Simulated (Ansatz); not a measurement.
Level of theory: PBE0-D3(BJ)/def2-SVP (Ansatz, a program for electronic structure). No frequencies were computed at this level.

Ansatz 0.2 input:
```yaml
crystal:
  periodic: [false, false, false]
  atoms:
    - { symbol: B, position_ang: [-2.862397, 0.926582, 0.114337] }
    - { symbol: C, position_ang: [-1.675498, -0.011089, 0.103212] }
    - { symbol: C, position_ang: [-1.760266, -1.430684, 0.200059] }
    - { symbol: O, position_ang: [-2.890501, -2.13735, 0.316206] }
    - { symbol: C, position_ang: [-0.493502, -2.006998, 0.158196] }
    - { symbol: C, position_ang: [0.450991, -0.988941, 0.034807] }
    - { symbol: C, position_ang: [1.826304, -1.186953, -0.038124] }
    - { symbol: C, position_ang: [2.829635, -0.246992, -0.157907] }
    - { symbol: C, position_ang: [2.719712, 1.139634, -0.237222] }
    - { symbol: C, position_ang: [1.585161, 1.930026, -0.218875] }
    - { symbol: C, position_ang: [0.249618, 1.551662, -0.114702] }
    - { symbol: C, position_ang: [-0.287671, 0.286109, -0.001276] }
    - { symbol: H, position_ang: [-2.736703, 2.087356, 0.030164] }
    - { symbol: H, position_ang: [-3.957244, 0.500894, 0.208901] }
    - { symbol: H, position_ang: [-3.639269, -1.523156, 0.323436] }
    - { symbol: H, position_ang: [-0.287685, -3.059029, 0.212973] }
    - { symbol: H, position_ang: [2.141572, -2.223546, 0.006449] }
    - { symbol: H, position_ang: [3.839895, -0.636417, -0.195525] }
    - { symbol: H, position_ang: [3.659081, 1.672696, -0.326418] }
    - { symbol: H, position_ang: [1.759473, 2.996702, -0.296287] }
    - { symbol: H, position_ang: [-0.470709, 2.359495, -0.122402] }
basis:
  gaussian: { orbitals: def2-svp }
hamiltonian:
  xc: pbe0
  dispersion: d3bj
relax:
  max_steps: 150
```

Output:

```
Functional definition: PBE0
2477 factors; integrals over basis functions are off by at most 4.2e-4 eV
mean field evaluation 1: about -13204.5517 eV, gradient 5.9e1 eV
mean field evaluation 2: about -13205.4401 eV, gradient 5.7e1 eV
mean field evaluation 4: about -13213.5463 eV, gradient 4.2e0 eV
mean field evaluation 8: about -13213.6820 eV, gradient 1.9e-1 eV
mean field evaluation 16: about -13213.6821 eV, gradient 1.0e-4 eV
mean field -13213.68207982 eV, -485.5938598779 hartree, gradient 4.8e-5 eV, S^2 0.000000; 0 other end points of the search recorded, 0 dependent functions left out
reference -13213.68211369 eV, -485.5938611226 hartree; 41, 41 occupied and 172, 172 virtual orbitals, 2477 factors
relax step   1: F+E_penalty+E_count = -13214.28352764 eV  Δ(F+E_penalty+E_count) = +0.000e0 eV  max|allowed force component| = 1.077e0 eV/Å  Δτ_max = 0.0000 Å  (31 SCF iters, accepted)
these checks for a lower state are left out or cut short: starts, cluster_reference, orbital_swaps, neighbouring_geometries, increment
2477 factors; integrals over basis functions are off by at most 5.1e-4 eV
mean field -13213.75872959 eV, -485.5966767051 hartree, gradient 1.9e-5 eV, S^2 0.000000; 0 other end points of the search recorded, 0 dependent functions left out
reference -13213.75876358 eV, -485.5966779541 hartree; 41, 41 occupied and 172, 172 virtual orbitals, 2477 factors
relax step   2: F+E_penalty+E_count = -13214.35878423 eV  Δ(F+E_penalty+E_count) = -7.526e-2 eV  max|allowed force component| = 4.090e-1 eV/Å  Δτ_max = 0.0363 Å  (35 SCF iters, accepted)
these checks for a lower state are left out or cut short: starts, cluster_reference, orbital_swaps, neighbouring_geometries, increment
2477 factors; integrals over basis functions are off by at most 6.1e-4 eV
mean field evaluation 32: about -13213.7684 eV, gradient 1.8e-5 eV
mean field -13213.76841641 eV, -485.5970326892 hartree, gradient 1.8e-5 eV, S^2 0.000000; 0 other end points of the search recorded, 0 dependent functions left out
reference -13213.76845041 eV, -485.5970339385 hartree; 41, 41 occupied and 172, 172 virtual orbitals, 2477 factors
relax step   3: F+E_penalty+E_count = -13214.36803275 eV  Δ(F+E_penalty+E_count) = -9.249e-3 eV  max|allowed force component| = 5.167e-2 eV/Å  Δτ_max = 0.0246 Å  (36 SCF iters, accepted)
these checks for a lower state are left out or cut short: starts, cluster_reference, orbital_swaps, neighbouring_geometries, increment
2477 factors; integrals over basis functions are off by at most 7.0e-4 eV
mean field -13213.76887829 eV, -485.5970496630 hartree, gradient 1.9e-5 eV, S^2 0.000000; 0 other end points of the search recorded, 0 dependent functions left out
reference -13213.76891225 eV, -485.5970509110 hartree; 41, 41 occupied and 172, 172 virtual orbitals, 2477 factors
relax step   4: F+E_penalty+E_count = -13214.36853546 eV  Δ(F+E_penalty+E_count) = -5.027e-4 eV  max|allowed force component| = 5.866e-2 eV/Å  Δτ_max = 0.0179 Å  (35 SCF iters, accepted)
these checks for a lower state are left out or cut short: starts, cluster_reference, orbital_swaps, neighbouring_geometries, increment
2477 factors; integrals over basis functions are off by at most 7.1e-4 eV
mean field -13213.76902170 eV, -485.5970549332 hartree, gradient 1.4e-5 eV, S^2 0.000000; 0 other end points of the search recorded, 0 dependent functions left out
reference -13213.76905566 eV, -485.5970561813 hartree; 41, 41 occupied and 172, 172 virtual orbitals, 2477 factors
relax step   5: F+E_penalty+E_count = -13214.36867110 eV  Δ(F+E_penalty+E_count) = -1.356e-4 eV  max|allowed force component| = 1.375e-2 eV/Å  Δτ_max = 0.0042 Å  (28 SCF iters, accepted)
these checks for a lower state are left out or cut short: starts, cluster_reference, orbital_swaps, neighbouring_geometries, increment
2477 factors; integrals over basis functions are off by at most 7.1e-4 eV
mean field -13213.76902235 eV, -485.5970549571 hartree, gradient 4.0e-5 eV, S^2 0.000000; 0 other end points of the search recorded, 0 dependent functions left out
reference -13213.76905631 eV, -485.5970562050 hartree; 41, 41 occupied and 172, 172 virtual orbitals, 2477 factors
relax step   6: F+E_penalty+E_count = -13214.36868393 eV  Δ(F+E_penalty+E_count) = -1.283e-5 eV  max|allowed force component| = 4.171e-3 eV/Å  Δτ_max = 0.0013 Å  (24 SCF iters, accepted)
2477 factors; integrals over basis functions are off by at most 7.1e-4 eV
mean field evaluation 64: about -13213.7690 eV, gradient 3.9e-3 eV
mean field -13213.76902235 eV, -485.5970549571 hartree, gradient 4.0e-5 eV, S^2 0.000000; 1 other end points of the search recorded, 0 dependent functions left out
reference -13213.76905631 eV, -485.5970562050 hartree; 41, 41 occupied and 172, 172 virtual orbitals, 2477 factors
Total energy: -13214.36871789 eV, -485.6190933615 hartree
Atom 0 at    -2.870333     0.909781     0.117386 Å, force     0.000663    -0.001749     0.000039 eV/Å
Atom 1 at    -1.684327    -0.006760     0.103403 Å, force     0.002032     0.004171    -0.000401 eV/Å
Atom 2 at    -1.771063    -1.431708     0.199589 Å, force    -0.000576    -0.003404     0.000388 eV/Å
Atom 3 at    -2.899770    -2.112031     0.312102 Å, force    -0.002795     0.001802    -0.000064 eV/Å
Atom 4 at    -0.503507    -2.025865     0.159890 Å, force    -0.002335     0.001730    -0.000077 eV/Å
Atom 5 at     0.444254    -0.999879     0.036482 Å, force     0.000747    -0.000542     0.000215 eV/Å
Atom 6 at     1.833637    -1.191461    -0.036339 Å, force     0.000204     0.000469    -0.000368 eV/Å
Atom 7 at     2.841248    -0.248351    -0.158017 Å, force     0.000250     0.001390     0.000102 eV/Å
Atom 8 at     2.739624     1.149200    -0.240667 Å, force     0.001337    -0.002728    -0.000036 eV/Å
Atom 9 at     1.600144     1.940431    -0.221330 Å, force    -0.003322     0.001012     0.000067 eV/Å
Atom 10 at     0.255846     1.555094    -0.114684 Å, force     0.001741     0.001623     0.000036 eV/Å
Atom 11 at    -0.285144     0.284604    -0.000737 Å, force    -0.001700    -0.000454     0.000080 eV/Å
Atom 12 at    -2.788537     2.113492     0.035500 Å, force     0.000662     0.000003     0.000044 eV/Å
Atom 13 at    -3.991960     0.436305     0.216156 Å, force     0.000224     0.000065     0.000005 eV/Å
Atom 14 at    -3.625061    -1.466373     0.315327 Å, force     0.002096    -0.001578    -0.000058 eV/Å
Atom 15 at    -0.296018    -3.093011     0.215233 Å, force     0.000852    -0.000156    -0.000050 eV/Å
Atom 16 at     2.158893    -2.235894     0.010185 Å, force     0.000184     0.000016     0.000135 eV/Å
Atom 17 at     3.858972    -0.648227    -0.194840 Å, force     0.000039    -0.000066    -0.000028 eV/Å
Atom 18 at     3.688937     1.685290    -0.332804 Å, force    -0.000103    -0.000140     0.000036 eV/Å
Atom 19 at     1.771298     3.018176    -0.300310 Å, force     0.000157     0.000212    -0.000077 eV/Å
Atom 20 at    -0.477138     2.367187    -0.121523 Å, force    -0.000355    -0.001677     0.000016 eV/Å
Dipole moment:     0.533288     0.070319    -0.037040 e Å
```

Cost: about 4 core-minutes (a rough figure).
